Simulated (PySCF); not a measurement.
An unknown is described by computed data only.

Formula: C9H11F.

| Item | Value |
| --- | --- |
| Dipole | 1.82 D [PBE0/pcSseg-1] |
| Rotational structure | rotational constants A, B, C: 3.139, 0.733, 0.672 GHz [GFN2-xTB] |
| NMR, other nuclei | isotropic shieldings of nuclei other than C and H, by class: 366 (1 F) ppm [GIAO PBE0/pcSseg-1] |
| 13C NMR | chemical shifts (computed TMS as zero) by class: 143.6 (1 C), 135.1 (2 C), 134.5 (2 C), 132.2 (1 C), 96.1 (1 C), 48.8 (1 C), 21.5 (1 C) ppm [GIAO PBE0/pcSseg-1] |
| 1H NMR | chemical shifts (computed TMS as zero) by class: 7.64 (2 H), 7.55 (1 H), 7.50 (2 H), 4.78 (1 H), 3.50 (1 H), 2.62 (1 H), 1.18 (3 H) ppm [GIAO PBE0/pcSseg-1] |

Electronic properties: PySCF, gas phase, density fitting. Levels stand in brackets. One conformer (not necessarily the lowest) at the GFN2-xTB geometry, without solvent, vibrations or thermal averaging. Each NMR value is the plain mean over a class of atoms that symmetry, rotation or inversion makes alike.

Task: What is the compound? Reason from the data.

Result: Numbering: `[CH3:1][C@H:2]([F:3])[CH2:4][c:5]1[cH:6][cH:7][cH:8][cH:9][cH:10]1`. Its formula, C9H11F, gives 4 degrees of unsaturation: 1 ring and 3 π bonds in the structure found (Kekulé form). 9 carbons fall into 7 classes; from least to most shielded: substituted aromatic carbon [C5] (143.6 ppm), aromatic CH carbon [C6/C10] (135.1 ppm, 2 C), aromatic CH carbon [C7/C9] (134.5 ppm, 2 C), aromatic CH carbon [C8] (132.2 ppm), sp3 C–F carbon [C2] (96.1 ppm), benzylic-type carbon [C4] (48.8 ppm), methyl carbon [C1] (21.5 ppm). Hydrogen classes from least to most shielded: 2 H on the meta carbons, C7/C9 (7.64 ppm), 1 H on the para carbon, C8 (7.55 ppm), 2 H on the ortho carbons, C6/C10 (7.50 ppm), 1 H on an sp3 C–F carbon, C2 (4.78 ppm), 1 H on a benzylic-type carbon, C4 (3.50 ppm), 1 H on a benzylic-type carbon, C4 (2.62 ppm), 3 H on a methyl carbon, C1 (1.18 ppm). The other shieldings belong to: 366 ppm, alkyl fluorine [F3]. The optimised geometry has point group C1 and is an asymmetric top. Structure: `C[C@H](F)Cc1ccccc1` (PhCH2CHFCH3). Computed isomers that give other values at the same levels: `CC[C@H](F)c1ccccc1` (13C chemical shifts (computed TMS as zero) by class: 147.0 (1 C), 133.7 (2 C), 132.7 (1 C), 130.2 (2 C), 96.8 (1 C), 34.7 (1 C), 7.8 (1 C) ppm); `CC(C)(F)c1ccccc1` (13C chemical shifts (computed TMS as zero) by class: 153.0 (1 C), 133.8 (2 C), 132.2 (1 C), 128.8 (2 C), 98.7 (1 C), 32.6 (2 C) ppm); `CC1=C[C@@H]2C[C@H]1C=C2CF` (13C chemical shifts (computed TMS as zero) by class: 167.5 (1 C), 165.9 (1 C), 140.6 (1 C), 140.2 (1 C), 87.4 (1 C), 77.3 (1 C), 57.8 (1 C), 52.8 (1 C), 20.1 (1 C) ppm). The assignments are read from this structure; whether some other isomer fits the data as well wasn't checked. The mirror image fits equally.

Shape of the structure used: `[CH3:1][C@H:2]([F:3])[CH2:4][c:5]1[cH:6][cH:7][cH:8][cH:9][cH:10]1`: C1–C2–C4–C5 -69°, C2–C4–C5–C6 103°.
